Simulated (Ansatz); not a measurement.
Mulliken charges of AlAsF$_{3}$H$_{3}$ (`[F][Al-]([F])([F])[AsH3+]`) from r2SCAN/def2-TZVPP in Ansatz (PBE0-D4/def2-TZVP geometry).

```tsv
atom	x (Å)	y (Å)	z (Å)	charge (e)
F1	-0.035	-1.711	1.651	-0.372
Al2	0.747	-1.253	0.272	0.839
F3	2.265	-0.624	0.426	-0.372
F4	0.396	-2.073	-1.116	-0.372
As5	-0.550	0.943	-0.219	0.174
H6	-1.630	1.374	0.733	0.035
H7	-1.318	1.055	-1.506	0.035
H8	0.218	2.233	-0.296	0.035
```

Question: By hand: the dipole of these point charges (1 e Å = 4.8032 D).

Answer: Σ q r = (-0.541, 0.916, -0.205) e Å, of length 1.083 e Å = 5.20 D.

Question: How does the dipole of the full density compare? (Best estimate.)

Answer: Computed: (-0.567, 0.959, -0.214) e Å, 5.45 D; the point charges give 0.95 times that, at 0° from its direction.

Point charges leave out the atoms' own dipoles, such as those of lone pairs, and Mulliken's split depends on the basis, so the close match here is no proof of good charges.
